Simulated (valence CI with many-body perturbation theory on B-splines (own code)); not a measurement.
## E1 transitions of Ru V

Method: configuration interaction combined with many-body perturbation theory (CI+MBPT): four valence electrons over a frozen Dirac-Fock core [Kr], a basis of 7 s, 7 p, 8 d, 6 f, 4 g, 1 h functions for each j, with the one-electron correlation potential Σ1, the two-electron term Σ2, the three-electron term Σ3, Breit, model QED; selected CI, second order for the rest, scaled by the run's own slope (own B-spline code, finite nucleus).

No measured spectrum was set against this ion. As an estimate, terms of the open shell hold to 2 to 4 % of their energy, and close levels can change places; different configurations can be misplaced against each other by 1,000 to 8,000 cm⁻¹. Among the levels kept, up to 340 cm⁻¹ of a level comes from second order outside the variational space, and about a tenth of that is noise between levels of different J, which matters for small intervals. The list stops below the first excitations out of the core.

Lines 351 to 400 of 600 in falling wavelength, among levels below 263980 cm⁻¹, chosen from the strongest by gf and those to the six lowest levels. Wavelengths and rates use the calculated energies, so an error of 2000 cm⁻¹ moves a line at 57.91 nm by 1.2 % and its rate by three times that or more. Electric multipoles are in the length gauge, E1 and E2 with the static RPA response of the core. Weak lines are less certain than strong ones. Lines between different terms over intervals too small for the method are left out, as are lines whose strength nearly cancels. Where a level lies close to another of its J and parity, the split of strength between their lines is uncertain. The highest levels of a list are the least certain.

Names give the largest LS component (configuration and term), which can be under half, so a name can repeat, a term be missing and a line seem to break the LS rules; names also repeat where a configuration has a term twice. Letters in brackets count levels of one name in rising energy.

| λ vac (nm) | Upper | Lower | A (s⁻¹) | log gf | Branch % |
| --- | --- | --- | --- | --- | --- |
| 57.91 | 4d3.5p 3F°_2 [c] | 4d4 1F_3 | 3.25e+09 | -0.09 | 58.5 |
| 57.89 | 4d3.5p 1H°_5 [b] | 4d4 1G_4 [a] | 4.10e+08 | -0.64 | 16.5 |
| 57.76 | 4d3.5p 3P°_1 [a] | 4d4 3P_2 [a] | 1.09e+09 | -0.79 | 24.9 |
| 57.70 | 4d3.5p 3H°_4 [a] | 4d4 3H_5 | 9.34e+08 | -0.38 | 33.6 |
| 57.65 | 4d3.5p 1H°_5 [a] | 4d4 3G_5 | 3.17e+08 | -0.76 | 10.9 |
| 57.62 | 4d3.5p 5P°_1 | 4d4 3P_0 [a] | 1.44e+08 | -1.67 | 2.2 |
| 57.61 | 4d3.5p 3D°_1 [f] | 4d4 3F_2 [b] | 1.46e+09 | -0.66 | 26.6 |
| 57.57 | 4d3.5p 3D°_2 [g] | 4d4 3P_2 [b] | 6.58e+08 | -0.79 | 12.5 |
| 57.53 | 4d3.5p 1G°_4 [c] | 4d4 1G_4 [a] | 1.41e+09 | -0.20 | 32.5 |
| 57.53 | 4d3.5p 5G°_2 | 4d4 5D_2 | 4.55e+06 | -2.95 | 0.6 |
| 57.51 | 4d3.5p 1D°_2 [a] | 4d4 1F_3 | 4.03e+09 | 0.00 | 60.0 |
| 57.49 | 4d3.5p 3H°_5 [a] | 4d4 3H_6 | 1.22e+09 | -0.18 | 39.1 |
| 57.40 | 4d3.5p 1H°_5 [a] | 4d4 3G_4 | 3.15e+08 | -0.77 | 10.8 |
| 57.38 | 4d3.5p 3G°_3 [b] | 4d4 3F_2 [a] | 6.95e+08 | -0.62 | 11.1 |
| 57.33 | 4d3.5p 3G°_4 [b] | 4d4 3G_4 | 7.52e+08 | -0.48 | 10.9 |
| 57.33 | 4d3.5p 5G°_3 | 4d4 5D_3 | 1.38e+07 | -2.32 | 1.7 |
| 57.29 | 4d3.5p 5D°_1 [b] | 4d4 3P_0 [a] | 3.41e+07 | -2.30 | 2.1 |
| 57.28 | 4d3.5p 3D°_2 [d] | 4d4 3D_1 | 8.92e+08 | -0.66 | 14.2 |
| 57.22 | 4d3.5p 3G°_3 [b] | 4d4 3F_3 [a] | 1.03e+09 | -0.45 | 16.5 |
| 57.22 | 4d3.5p 3G°_4 [b] | 4d4 3G_3 | 3.47e+08 | -0.81 | 5.1 |
| 57.19 | 4d3.5p 1G°_4 [a] | 4d4 3F_4 [a] | 3.75e+08 | -0.78 | 6.9 |
| 57.14 | 4d3.5p 3G°_5 [b] | 4d4 3G_5 | 3.64e+08 | -0.71 | 6.7 |
| 57.13 | 4d3.5p 3D°_1 [c] | 4d4 3D_1 | 1.38e+09 | -0.69 | 24.6 |
| 57.05 | 4d3.5p 5G°_4 | 4d4 5D_4 | 1.66e+07 | -2.14 | 1.8 |
| 56.99 | 4d3.5p 5G°_3 | 4d4 5D_2 | 1.39e+07 | -2.32 | 1.7 |
| 56.96 | 4d3.5p 3D°_3 [b] | 4d4 3D_3 | 2.63e+09 | -0.05 | 37.8 |
| 56.82 | 4d3.5p 3F°_2 [b] | 4d4 3F_2 [a] | 1.17e+09 | -0.55 | 28.5 |
| 56.80 | 4d3.5p 3F°_3 [b] | 4d4 3G_3 | 1.72e+09 | -0.24 | 26.2 |
| 56.79 | 4d3.5p 3H°_4 [b] | 4d4 3G_4 | 3.90e+08 | -0.77 | 6.7 |
| 56.78 | 4d3.5p 3D°_2 [e] | 4d4 3D_2 | 5.92e+08 | -0.84 | 9.4 |
| 56.70 | 4d3.5p 3D°_1 [a] | 4d4 5D_2 | 6.98e+07 | -2.00 | 2.1 |
| 56.67 | 4d3.5p 5G°_4 | 4d4 5D_3 | 5.27e+07 | -1.64 | 5.9 |
| 56.66 | 4d3.5p 3F°_2 [b] | 4d4 3F_3 [a] | 1.26e+09 | -0.52 | 30.8 |
| 56.65 | 4d3.5p 3D°_2 [e] | 4d4 3D_3 | 2.14e+09 | -0.29 | 34.1 |
| 56.59 | 4d3.5p 3P°_0 [b] | 4d4 3P_1 [a] | 4.18e+09 | -0.70 | 81.9 |
| 56.58 | 4d3.5p 3D°_2 [a] | 4d4 5D_3 | 3.05e+08 | -1.14 | 8.0 |
| 56.55 | 4d3.5p 3H°_6 [a] | 4d4 3H_6 | 6.26e+08 | -0.41 | 29.1 |
| 56.53 | 4d3.5p 3P°_2 [b] | 4d4 3P_2 [a] | 1.17e+09 | -0.55 | 23.4 |
| 56.52 | 4d3.5p 3G°_4 [b] | 4d4 3F_4 [a] | 7.20e+08 | -0.51 | 10.5 |
| 56.44 | 4d3.5p 3D°_3 [c] | 4d4 3D_3 | 1.05e+09 | -0.46 | 16.7 |
| 56.43 | 4d3.5p 1P°_1 [c] | 4d4 1D_2 [b] | 3.12e+09 | -0.35 | 46.1 |
| 56.43 | 4d3.5p 3D°_1 [a] | 4d4 5D_1 | 2.07e+08 | -1.53 | 6.1 |
| 56.40 | 4d3.5p 3P°_2 [c] | 4d4 3P_2 [a] | 1.17e+09 | -0.55 | 26.3 |
| 56.33 | 4d3.5p 3S°_1 | 4d4 1D_2 [a] | 1.08e+09 | -0.81 | 16.2 |
| 56.32 | 4d3.5p 1H°_5 [c] | 4d4 1I_6 | 6.72e+09 | 0.55 | 69.9 |
| 56.30 | 4d3.5p 5D°_3 [a] | 4d4 5D_4 | 5.81e+08 | -0.71 | 11.8 |
| 56.29 | 4d3.5p 3G°_3 [b] | 4d4 3H_4 | 3.07e+09 | 0.01 | 49.2 |
| 56.29 | 4d3.5p 5G°_5 | 4d4 5D_4 | 1.34e+08 | -1.15 | 12.9 |
| 56.27 | 4d3.5p 3D°_1 [a] | 4d4 5D_0 | 1.17e+09 | -0.78 | 34.6 |
| 56.26 | 4d3.5p 3G°_4 [b] | 4d4 3F_3 [a] | 3.43e+08 | -0.83 | 5.0 |

Q: How does gf follow from A for the line at 56.65 nm?

A: gf = 1.4992 × (2J+1)_upper × A / σ², with σ = 176516 cm⁻¹ and 2J+1 = 5: gf = 0.515.
